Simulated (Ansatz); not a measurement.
These are PBE0-D4/def2-TZVP run with Ansatz (a program for electronic structure) values and carry that method's errors. No frequencies were computed at this level.

Ansatz 0.2 input:
```yaml
crystal:
  periodic: [false, false, false]
  atoms:
    - { symbol: B, position_ang: [1.386732, 0.086104, -0.016979] }
    - { symbol: Si, position_ang: [-0.493018, -0.449587, -0.107936] }
    - { symbol: O, position_ang: [-1.548316, 0.808184, -0.116642] }
    - { symbol: H, position_ang: [2.240298, -0.656999, -0.31107] }
    - { symbol: H, position_ang: [1.726723, 1.148276, 0.343301] }
    - { symbol: H, position_ang: [-0.945762, -1.109502, -1.335876] }
    - { symbol: H, position_ang: [-0.866432, -1.335442, 1.018624] }
    - { symbol: H, position_ang: [-1.500224, 1.508966, 0.526578] }
basis:
  gaussian: { orbitals: def2-tzvp }
hamiltonian:
  xc: pbe0
  dispersion: d4
relax:
  max_steps: 150
```

Output:

```
Functional definition: PBE0
808 factors; their error is unknown
mean field evaluation 1: about -10672.1180 eV, gradient 5.3e1 eV
mean field evaluation 2: about -10664.4431 eV, gradient 8.4e1 eV
mean field evaluation 4: about -10676.7929 eV, gradient 2.0e0 eV
mean field evaluation 8: about -10676.8397 eV, gradient 2.7e-2 eV
mean field -10676.83966767 eV, -392.3666207650 hartree, gradient 2.2e-5 eV, S^2 0.000000; 0 other end points of the search recorded, 0 dependent functions left out
reference -10676.83969959 eV, -392.3666219381 hartree; 16, 16 occupied and 113, 113 virtual orbitals, 808 factors
relax step   1: F+E_penalty+E_count = -10676.93589610 eV  Δ(F+E_penalty+E_count) = +0.000e0 eV  max|allowed force component| = 1.053e0 eV/Å  Δτ_max = 0.0000 Å  (25 SCF iters, accepted)
these checks for a lower state are left out or cut short: starts, cluster_reference, orbital_swaps, neighbouring_geometries, increment
808 factors; their error is unknown
mean field evaluation 16: about -10676.8903 eV, gradient 4.0e0 eV
mean field -10676.94983915 eV, -392.3706694923 hartree, gradient 1.5e-5 eV, S^2 0.000000; 0 other end points of the search recorded, 0 dependent functions left out
reference -10676.94987129 eV, -392.3706706734 hartree; 16, 16 occupied and 113, 113 virtual orbitals, 808 factors
relax step   2: F+E_penalty+E_count = -10677.04578604 eV  Δ(F+E_penalty+E_count) = -1.099e-1 eV  max|allowed force component| = 2.311e-1 eV/Å  Δτ_max = 0.0792 Å  (29 SCF iters, accepted)
these checks for a lower state are left out or cut short: starts, cluster_reference, orbital_swaps, neighbouring_geometries, increment
808 factors; their error is unknown
mean field -10676.95853915 eV, -392.3709892115 hartree, gradient 1.3e-5 eV, S^2 0.000000; 0 other end points of the search recorded, 0 dependent functions left out
reference -10676.95857136 eV, -392.3709903950 hartree; 16, 16 occupied and 113, 113 virtual orbitals, 808 factors
relax step   3: F+E_penalty+E_count = -10677.05427760 eV  Δ(F+E_penalty+E_count) = -8.492e-3 eV  max|allowed force component| = 1.367e-1 eV/Å  Δτ_max = 0.0314 Å  (30 SCF iters, accepted)
these checks for a lower state are left out or cut short: starts, cluster_reference, orbital_swaps, neighbouring_geometries, increment
808 factors; their error is unknown
mean field evaluation 32: about -10676.9604 eV, gradient 2.1e-1 eV
mean field -10676.96041852 eV, -392.3710582768 hartree, gradient 1.3e-5 eV, S^2 0.000000; 0 other end points of the search recorded, 0 dependent functions left out
reference -10676.96045074 eV, -392.3710594610 hartree; 16, 16 occupied and 113, 113 virtual orbitals, 808 factors
relax step   4: F+E_penalty+E_count = -10677.05606916 eV  Δ(F+E_penalty+E_count) = -1.792e-3 eV  max|allowed force component| = 1.143e-1 eV/Å  Δτ_max = 0.0202 Å  (29 SCF iters, accepted)
these checks for a lower state are left out or cut short: starts, cluster_reference, orbital_swaps, neighbouring_geometries, increment
808 factors; their error is unknown
mean field -10676.95957540 eV, -392.3710272929 hartree, gradient 2.0e-5 eV, S^2 0.000000; 0 other end points of the search recorded, 0 dependent functions left out
reference -10676.95960742 eV, -392.3710284696 hartree; 16, 16 occupied and 113, 113 virtual orbitals, 808 factors
relax step   5: F+E_penalty+E_count = -10677.05511653 eV  Δ(F+E_penalty+E_count) = +9.526e-4 eV  max|allowed force component| = 2.326e-1 eV/Å  Δτ_max = 0.2000 Å  (28 SCF iters, rejected (line search))
these checks for a lower state are left out or cut short: starts, cluster_reference, orbital_swaps, neighbouring_geometries, increment
808 factors; their error is unknown
mean field -10676.96365152 eV, -392.3711770873 hartree, gradient 1.3e-5 eV, S^2 0.000000; 0 other end points of the search recorded, 0 dependent functions left out
reference -10676.96368368 eV, -392.3711782694 hartree; 16, 16 occupied and 113, 113 virtual orbitals, 808 factors
relax step   6: F+E_penalty+E_count = -10677.05933676 eV  Δ(F+E_penalty+E_count) = -3.268e-3 eV  max|allowed force component| = 3.201e-2 eV/Å  Δτ_max = 0.0279 Å  (29 SCF iters, accepted)
these checks for a lower state are left out or cut short: starts, cluster_reference, orbital_swaps, neighbouring_geometries, increment
808 factors; their error is unknown
mean field -10676.96385702 eV, -392.3711846393 hartree, gradient 1.3e-5 eV, S^2 0.000000; 0 other end points of the search recorded, 0 dependent functions left out
reference -10676.96388916 eV, -392.3711858206 hartree; 16, 16 occupied and 113, 113 virtual orbitals, 808 factors
relax step   7: F+E_penalty+E_count = -10677.05955238 eV  Δ(F+E_penalty+E_count) = -2.156e-4 eV  max|allowed force component| = 8.214e-3 eV/Å  Δτ_max = 0.0237 Å  (29 SCF iters, accepted)
808 factors; their error is unknown
mean field evaluation 64: about -10676.9309 eV, gradient 2.7e-1 eV
mean field -10676.96385702 eV, -392.3711846393 hartree, gradient 4.7e-5 eV, S^2 0.000000; 1 other end points of the search recorded, 0 dependent functions left out
reference -10676.96388916 eV, -392.3711858206 hartree; 16, 16 occupied and 113, 113 virtual orbitals, 808 factors
Total energy: -10677.05958453 eV, -392.3747025604 hartree
Atom 0 at     1.377974     0.094095    -0.024018 Å, force     0.002921    -0.008017    -0.001864 eV/Å
Atom 1 at    -0.560135    -0.406097    -0.132233 Å, force     0.001079     0.002710     0.005857 eV/Å
Atom 2 at    -1.641476     0.845789    -0.094157 Å, force    -0.008214    -0.003625     0.001018 eV/Å
Atom 3 at     2.207066    -0.741348    -0.244926 Å, force     0.001248     0.001738    -0.000675 eV/Å
Atom 4 at     1.772323     1.177236     0.299897 Å, force    -0.002465    -0.000252    -0.000717 eV/Å
Atom 5 at    -0.868501    -1.142073    -1.386269 Å, force     0.004612     0.002249     0.002789 eV/Å
Atom 6 at    -0.780490    -1.350521     1.012296 Å, force    -0.001798     0.004430    -0.005729 eV/Å
Atom 7 at    -1.506759     1.522920     0.569409 Å, force     0.002618     0.000766    -0.000680 eV/Å
Dipole moment:     0.184058     0.153284     0.200174 e Å
```

Cost: about 30 core-seconds (a rough figure).
